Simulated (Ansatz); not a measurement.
Cost and result for the atomization energy of ClFGaHSe (`[F][Ga]([Cl])[SeH]`) (5 atoms, 4 bonds).

Total charge 0; spin multiplicity 1. Correlated methods include outer-core shells of Ga, Se, which these sets cover unevenly. Scalar relativity is left out up to krypton. All single points use the PBE0-D4/def2-TZVP geometry. It is one conformer, not always the lowest. Program: Ansatz. All runs use 4 threads of an AMD EPYC 7B13 on a shared host. Times are those of one run each, without the atoms' runs, and a repeat can differ threefold. Electronic energies, without spin–orbit coupling; frozen cores. CCSD(T)/CBS adds CCSD(T) − MP2 in def2-TZVPP to the MP2 limit, and its time is that of the two runs behind it. T1 = 0.012. With those shells the extrapolation isn't a true limit. B3LYP takes the VWN-RPA correlation (the form of Gaussian; ORCA's B3LYP/G).

CCSD(T)/CBS is a level of theory with its own doubt, some kJ/mol a heavy atom from the limit and from the frozen cores, so smaller differences don't rank the functionals.

```csv
level,functions,wall time
BLYP-D4/def2-TZVPP,183,1.3 s
PBE-D4/def2-TZVPP (with forces),183,1.5 s
PBE0-D4/def2-TZVPP,183,2.2 s
BHLYP-D4/def2-TZVPP,183,2.3 s
B3LYP-D4/def2-TZVPP (with forces),183,2.9 s
r2SCAN-D4/def2-TZVPP (with forces),183,3.1 s
B2PLYP/def2-TZVPP,183,3.2 s
CCSD(T)/def2-SVP,101,3.7 s
ωB97X-V/def2-TZVPP,183,4.6 s
ωB97M-V/def2-TZVPP (with forces),183,7 s
MP2/def2-QZVPP,335,10 s
CCSD(T)/def2-TZVPP,183,49 s
CCSD(T)/CBS(def2),–,59 s
```

Q: What atomization energy does each give, and how far from CCSD(T)/CBS? (Estimate.)

A: Computed: 
| level | atomization (kcal/mol) | difference from CCSD(T)/CBS | per bond |
| --- | --- | --- | --- |
| BLYP-D4/def2-TZVPP | 336.9 | -11.8 | -2.9 |
| PBE-D4/def2-TZVPP (with forces) | 350.5 | 1.8 | 0.4 |
| PBE0-D4/def2-TZVPP | 342.2 | -6.5 | -1.6 |
| BHLYP-D4/def2-TZVPP | 325.7 | -23.0 | -5.7 |
| B3LYP-D4/def2-TZVPP (with forces) | 336.3 | -12.4 | -3.1 |
| r2SCAN-D4/def2-TZVPP (with forces) | 350.0 | 1.3 | 0.3 |
| B2PLYP/def2-TZVPP | 338.0 | -10.7 | -2.7 |
| CCSD(T)/def2-SVP | 322.0 | -26.7 | -6.7 |
| ωB97X-V/def2-TZVPP | 347.4 | -1.3 | -0.3 |
| ωB97M-V/def2-TZVPP (with forces) | 341.6 | -7.1 | -1.8 |
| MP2/def2-QZVPP | 359.5 | 10.8 | 2.7 |
| CCSD(T)/def2-TZVPP | 339.3 | -9.4 | -2.3 |
| CCSD(T)/CBS(def2) | 348.7 | 0.0 | 0.0 |

At CCSD(T), def2-SVP lies −26.7 kcal/mol from the extrapolated value and def2-TZVPP −9.3 kcal/mol: correlation converges slowly with the basis, and small sets miss more of it in the bonded molecule than in its fragments. Leaving LDA and LC-ωPBE aside and taking each functional with its dispersion term where it has one, the values spread over 24.7 kcal/mol, from BHLYP-D4 to PBE-D4. LDA lies +57.1 kcal/mol from PBE without D4, its usual overbinding. From r2SCAN to r2SCAN0 (25 % exact exchange), in def2-TZVPP and without D4, the atomization energy moves by −10.1 kcal/mol: exact exchange takes away binding that semilocal exchange gives to molecules.

For some Ge, Se and Sn compounds the MP2-based and the directly extrapolated limit differ by 10 to 25 kJ/mol.
